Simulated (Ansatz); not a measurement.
Breaking the Si2–N1 bond in H5NSi (SMILES N[SiH3]) (multiplicity 1 held, fragments rigid). Energies count from the point at 1.724 Å.
Geometry at that point (charge 0, multiplicity 1):
```xyz
7

N      1.14010    -0.07919    -0.11023
Si    -0.57330     0.04712     0.03034
H      1.73667     0.60144     0.33337
H      1.58185    -0.98500    -0.12820
H     -1.14118    -0.28608     1.36606
H     -0.95227     1.44630    -0.27348
H     -1.17950    -0.88202    -0.95090
```

Signs of static correlation in cc-pV(T+d)Z, with CASSCF(2,2), from Ansatz (an electronic-structure program) runs.

```
R (Å)  T1 of restricted CCSD  ⟨S²⟩ of UHF  largest double amplitude of restricted CCSD  weight of the CASSCF reference in MRCISD  CASSCF natural occupations
-----  ---------------------  -----------  -------------------------------------------  ----------------------------------------  --------------------------
1.379                  0.008        0.000                                        0.023                                     0.906                   1.98 0.02
1.551                  0.009        0.000                                        0.027                                     0.902                   1.99 0.01
1.724                  0.009        0.000                                        0.029                                     0.901                   1.98 0.02
1.896                  0.010        0.000                                        0.028                                     0.899                   1.98 0.02
2.069                  0.011        0.000                                        0.024                                     0.898                   1.97 0.03
2.327                  0.013        0.000                                        0.051                                     0.896                   1.93 0.07
2.586                  0.019        0.604                                            …                                     0.896                   1.86 0.14
3.017                      …        0.966                                        0.271                                     0.897                   1.54 0.46
3.448                  0.076        1.003                                        0.523                                     0.898                   1.24 0.76
3.965                  0.068        1.011                                        0.669                                     0.898                   1.10 0.90
4.654                  0.052        1.013                                        0.744                                     0.898                   1.04 0.96
5.516                  0.043        1.013                                        0.782                                     0.898                   1.01 0.99
```

**Question.** Some entries are withheld; supply them.

**Answer.** 
- 2.586, largest double amplitude of restricted CCSD: 0.078
- 3.017, T1 of restricted CCSD: 0.049

Doubts at one or more of the structures used: a restricted determinant that unrestricted orbitals would lower (R-CCSD(T)/cc-pV(T+d)Z); other coupled-cluster roots lie near (R-CCSD(T)/cc-pV(T+d)Z); T1 above 0.05 (R-CCSD(T)/cc-pV(T+d)Z, U-CCSD(T)/cc-pV(T+d)Z); a spin-contaminated determinant (U-CCSD(T)/cc-pV(T+d)Z); the program's own flag: other amplitudes (U-CCSD(T)/cc-pV(T+d)Z).
